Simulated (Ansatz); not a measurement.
C$_{2}$H$_{9}$NOSi, SMILES `C[SiH2]NCO`, relaxed with RKS PBE-D4/def2-SVP in Ansatz 0.2.0 from a rough embedded geometry. The force threshold is 0.03 eV/Å; the program also tests the step.

The species carries charge 0 and has multiplicity 1.

Start:

```xyz
14

C     1.661   -1.112   -0.232
Si    0.264   -0.914    0.844
N    -0.924    0.008    0.105
C    -0.823    1.470   -0.240
O    -2.015    1.841   -0.756
H     2.178   -0.143   -0.529
H     1.413   -1.580   -1.207
H     2.476   -1.694    0.203
H     0.624   -0.219    2.055
H    -0.364   -2.224    1.136
H    -1.299   -0.477   -0.733
H    -0.553    2.054    0.588
H     0.023    1.528   -1.062
H    -2.663    1.461   -0.171
```

(1) By how much does the energy fall, and how many steps does the optimiser take? (Best estimate.)

(2) Which bonds change most? (An estimate is asked.)

(3) Give the relaxed structure. (Best estimate.)

## Answers

(1) The calculation gave: 78.59 kJ/mol, in 13 steps, 1 of them rejected.

(2) The calculation gave: C1–Si2 from 1.775 to 1.889 Å; Si2–N3 from 1.676 to 1.751 Å; C4–H12 from 1.048 to 1.121 Å; Si2–H9 from 1.443 to 1.510 Å.

(3) Computed: 
```xyz
14

C     1.923   -1.192   -0.067
Si    0.204   -0.900    0.660
N    -0.896    0.003   -0.359
C    -0.945    1.435   -0.505
O    -2.214    1.986   -0.217
H     2.435   -0.230   -0.276
H     1.865   -1.762   -1.017
H     2.555   -1.768    0.642
H     0.357   -0.126    1.948
H    -0.451   -2.230    0.927
H    -1.513   -0.499   -1.004
H    -0.139    1.862    0.146
H    -0.728    1.764   -1.548
H    -2.453    1.656    0.671
```
